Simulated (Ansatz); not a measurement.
The lowest singlet and triplet of CHF (SMILES [CH]F); geometries from B3LYP-D3(BJ)/def2-TZVP, each state relaxed from the structure named, with no frequency check.
Singlet (charge 0, multiplicity 1):
```xyz
3

C     -0.57409     0.44277     0.00000
F      0.53400    -0.25531     0.00000
H     -1.36145    -0.35883     0.00000
```
Triplet (charge 0, multiplicity 3):
```xyz
3

C     -0.620     0.335     0.000
F      0.582    -0.192     0.000
H     -1.516    -0.285     0.000
```

A positive gap puts the triplet lower; no zero-point energy. R- takes a restricted singlet. U- takes an unrestricted singlet (broken symmetry where lower, unprojected). The triplet is unrestricted in single-reference levels.

Cores are frozen in the correlated methods.

Run with Ansatz (Gaussian basis) for Hartree–Fock, density functionals and correlated methods. Values without a source in brackets are computed.

Problem. One of these levels gives -14.35 kcal/mol for the gap E(singlet) − E(triplet), adiabatic. Which?
A. R-wB97M-V/def2-TZVPP
B. U-MP2/cc-pVDZ (spin-contaminated)
C. U-r2SCAN/def2-TZVPP (spin-contaminated)
D. R-wB97X-V/def2-TZVPP

Solution. D, R-wB97X-V/def2-TZVPP. The others give -5.61 (U-r2SCAN/def2-TZVPP (spin-contaminated)), -16.32 (R-wB97M-V/def2-TZVPP), -6.42 (U-MP2/cc-pVDZ (spin-contaminated))

Ansatz is an electronic-structure program.
